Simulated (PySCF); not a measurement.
Compound: cis-Sn(PH3)2Cl4.
Bonds: Sn1–P2, Sn1–Cl6, Sn1–P7, Sn1–Cl11, Sn1–Cl12, Sn1–Cl13. Hydrogens: H3, H4, H5 on P2; H8, H9, H10 on P7.

Computed, not measured: PBE0-D3(BJ)/def2-SVP geometry optimisation, gas phase, def2 core potentials past Kr in PySCF.

(1) Give the optimised bond lengths and angles.

## Answers

(1) 
| bond | length (bohr) |
| --- | --- |
| Sn1–P2, Sn1–P7 | 5.325 |
| Sn1–Cl6, Sn1–Cl11 | 4.459 |
| Sn1–Cl12, Sn1–Cl13 | 4.526 |
| P2–H3 and 5 like bonds | 2.680 |

Bonds in one row agree within 0.02 bohr and their mean is given. A selection of angles:
| angle | degrees |
| --- | --- |
| P2–Sn1–Cl6 | 173.1 |
| P2–Sn1–P7 | 90.3 |
| P2–Sn1–Cl11 | 82.5 |
| P2–Sn1–Cl12 | 80.3 |
| Cl6–Sn1–Cl11 | 104.4 |
| Cl6–Sn1–Cl12 | 98.3 |
| Cl6–Sn1–Cl13 | 99.6 |
| Cl12–Sn1–Cl13 | 150.5 |
| Sn1–P2–H3 | 122.5 |
| Sn1–P2–H4 | 114.8 |
| Sn1–P2–H5 | 117.5 |
| H3–P2–H4 | 99.0 |
| Sn1–P7–H9 | 122.7 |

Sn1 (tin bonded to 4 Cl and 2 P) has the three widest angles are 173.1°, 172.9° and 150.5°, the others run from 78.9° to 104.4°. The Cl–Sn distances run from 2.359 Å (Sn1–Cl6) to 2.396 Å (Sn1–Cl12), a spread of 0.037 Å. P2 (phosphorus bonded to Sn and 3 H) is distorted tetrahedral (angles from 98.9° to 122.5°).

Point group: near C2v, missed by 0.16 Å at most; the miss may be what the optimiser left on a soft mode (C2 holds within 0.08 Å). PBE0-D3(BJ)/def2-SVP frequencies: not computed here.
